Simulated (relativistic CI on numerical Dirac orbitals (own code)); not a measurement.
# How well does a small relativistic CI reproduce Si IV?

Computed by Dirac-Coulomb-Breit CI, KLI orbitals optimised for each configuration, QED by a radiative potential, valence Slater integrals scaled by 0.85, P86 correlation energy added to each configuration (own radial code, finite nucleus).

Configurations in the expansion (outside the closed core [Ne]): 3s, 3p, 3d, 4s, 4p, 4d, 4f, 5s, 5p, 5d, 5g, 5f, 6s, 6p, 6d, 7s, 7p. Levels of other configurations are missing.

```csv
Configuration,Term (tabulated),J,Measured (cm⁻¹),Computed,Error,Purity (%)
3s,2S,1/2,0.0,0,0,100
3p,2P°,1/2,71287.5,70844,-444,100
3p,2P°,3/2,71748.6,71287,-461,100
3d,2D,5/2,160374.4,159289,-1086,100
3d,2D,3/2,160375.6,159296,-1079,100
4s,2S,1/2,193978.9,192317,-1662,100
4p,2P°,1/2,218266.9,216783,-1484,100
4p,2P°,3/2,218428.7,216936,-1493,100
4d,2D,5/2,250008.0,248572,-1436,100
4d,2D,3/2,250008.1,248577,-1432,100
4f,2F°,5/2,254127.1,254186,59,100
4f,2F°,7/2,254129.0,254188,59,100
5s,2S,1/2,265418.0,263441,-1976,100
5p,2P°,1/2,276503.7,274706,-1798,100
5p,2P°,3/2,276579.0,274776,-1803,100
5d,2D,3/2,291497.5,289856,-1642,100
5d,2D,5/2,291497.6,289852,-1645,100
6s,2S,1/2,299677.0,297830,-1847,100
6p,2P°,1/2,305641.1,303934,-1707,100
6p,2P°,3/2,305682.3,303972,-1710,100
7s,2S,1/2,318742.8,317125,-1618,100
7p,2P°,1/2,322312.9,320806,-1507,100
7p,2P°,3/2,322337.8,320829,-1509,100
```

Measured levels from NIST levels in Kelleher and Podobedova, J. Phys. Chem. Ref. Data 37, 1285 (2008); pairs were made by configuration, J and term (by order where the table uses no LS term), so strongly mixed levels may be paired wrongly.

Mean error by configuration (cm⁻¹): 3p -453; 3d -1082; 4s -1662; 4p -1488; 4d -1434; 4f 59; 5s -1976; 5p -1800; 5d -1643; 6s -1847; 6p -1708; 7s -1618; 7p -1508. Over the excited levels the mean absolute error is 1339 cm⁻¹ (22 of the 22 excited levels that our extract of the source holds in range could be paired), and the median relative error of those above 1,000 cm⁻¹ is 0.6 %.
